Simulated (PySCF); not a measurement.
## Computed vibrations of [Eu(NH3)3]2+

[Eu(NH3)3]2+ (singlet in the valence; each metal's 4f electrons, 7 of them, lie in its core potential, out of spins and levels). PySCF 2.14.0, RKS PBE0, Eu lcecp-0-SVP with ECP53, N def2-SVP, H def2-SVP; non-relativistic Hamiltonian with scalar-relativistic core potentials where named; density fitting; no spin-orbit coupling. Central differences of gradients.

```xyz
13

Eu    0.0000    0.0000    0.0000
N     2.6611    0.0001    0.0000
H     3.0955   -0.4654    0.8060
H     3.0955   -0.4654   -0.8060
H     3.0955    0.9308    0.0000
N    -1.3306    2.3045    0.0000
H    -1.1447    2.9135    0.8060
H    -1.1447    2.9135   -0.8060
H    -2.3538    2.2154    0.0000
N    -1.3304   -2.3046    0.0000
H    -1.9508   -2.4480    0.8060
H    -1.9508   -2.4480   -0.8060
H    -0.7417   -3.1462    0.0000
```

Run from Python with OMP_NUM_THREADS=2. Where DIIS fails, smearing, a level shift and second-order steps follow.
It took 98 s on 2 threads of Arm Neoverse V2 (shared host).

**Question.** What are the harmonic wavenumbers and infrared intensities?

**Answer.** Modes are labelled in C3h; negative numbers are unstable modes, those under 60 cm⁻¹ near the noise; a finer grid moves soft modes by up to 10 cm⁻¹.
| cm⁻¹ | km/mol | symmetry |
| --- | --- | --- |
| -50 | – | e'' |
| -50 | – | e'' |
| -47 | – | a'' |
| -20 | – | a'' |
| 41 | 3.0 | e' |
| 41 | 3.0 | e' |
| 262 | 0.0 | a' |
| 270 | 5.6 | e' |
| 270 | 5.6 | e' |
| 516 | 0.0 | a' |
| 531 | 0.0 | e'' |
| 531 | 0.0 | e'' |
| 548 | 226.7 | a'' |
| 549 | 106.4 | e' |
| 549 | 106.4 | e' |
| 1331 | 196.3 | e' |
| 1331 | 196.3 | e' |
| 1333 | 0.0 | a' |
| 1642 | 45.0 | e' |
| 1642 | 45.0 | e' |
| 1642 | 87.0 | a'' |
| 1643 | 0.0 | a' |
| 1644 | 0.0 | e'' |
| 1644 | 0.0 | e'' |
| 3451 | 90.4 | e' |
| 3451 | 90.4 | e' |
| 3453 | 0.0 | a' |
| 3542 | 0.0 | e'' |
| 3542 | 0.0 | e'' |
| 3542 | 223.2 | a'' |
| 3543 | 0.0 | a' |
| 3543 | 109.5 | e' |
| 3543 | 109.5 | e' |

**Question.** Is this a minimum?

**Answer.** Probably not: 3 unstable, though so soft as to be near the noise (and 1 more above −25 cm⁻¹, within the noise); the lowest moves the atoms so:
```
Eu   0.00  0.00  0.00
N    0.00  0.00 -0.03
H    0.01 -0.09 -0.08
H   -0.01  0.09 -0.08
H    0.00  0.00  0.07
N    0.00  0.00  0.01
H   -0.33 -0.20  0.23
H    0.33  0.20  0.23
H    0.00  0.00 -0.44
N    0.00  0.00  0.02
H   -0.26  0.15 -0.15
H    0.26 -0.15 -0.15
H    0.00  0.00  0.37
```

An lcecp potential fixes the number of 4f electrons, so in runs with it no electron can move into or out of that shell.
